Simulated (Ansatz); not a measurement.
# Ligand exchange: GeH3I + C2H3I → GeH2I2 + C2H4

Species: GeH3I `[GeH3][I]`, singlet; C2H3I (vinyl iodide) `C=CI`, singlet; GeH2I2 `[I][GeH2][I]`, singlet; C2H4 (ethylene) `C=C`, singlet. The partners trade H for I: Ge–H and C–I bonds give way to Ge–I and C–H.

Shapes, held fixed at every level: PBE0-D4/def2-TZVP. Programs: Ansatz 0.2.0. The zero-point and thermal change to 298 K, harmonic and unscaled (PBE0-D4/def2-TZVP), is +8.8 kJ/mol.

Q: Estimate ΔH(298 K) of this reaction.

A: The highest level, CCSD(T)/def2-TZVPP, gives ΔH(298 K) = -111.6 kJ/mol; the levels span -120.8 to -111.6. The column of differences is taken from that level and isn't an error. No measured value is set beside it here. For atoms past krypton def2 sets carry core potentials with scalar relativity. Relativity is left out for Ge. Outer-core shells of Ge, I are correlated, in sets that cover them unevenly. CCSD(T)/def2-TZVPP lies outside the range of all other levels here, so it shouldn't be taken on trust. Times are processor times on shared x86 and Arm servers, and rough.

```
                level                   kind  ΔH(298 K) (kJ/mol)  less CCSD(T)/def2-TZVPP  CPU time (sum over the molecules)
  B3LYP-D4/def2-TZVPP          global hybrid              -117.8                     -6.2                               88 s
   PBE0-D4/def2-TZVPP          global hybrid              -118.2                     -6.6                               63 s
r2SCAN0-D4/def2-TZVPP          global hybrid              -120.8                     -9.2                               95 s
       MP2/def2-TZVPP    perturbation theory              -115.8                     -4.2                                  –
     CCSD(T)/def2-SVP  coupled cluster or CI              -116.9                     -5.3                               96 s
        CCSD/def2-SVP  coupled cluster or CI              -119.1                     -7.5                                  –
   CCSD(T)/def2-TZVPP  coupled cluster or CI              -111.6                      0.0                            7.9 min
```
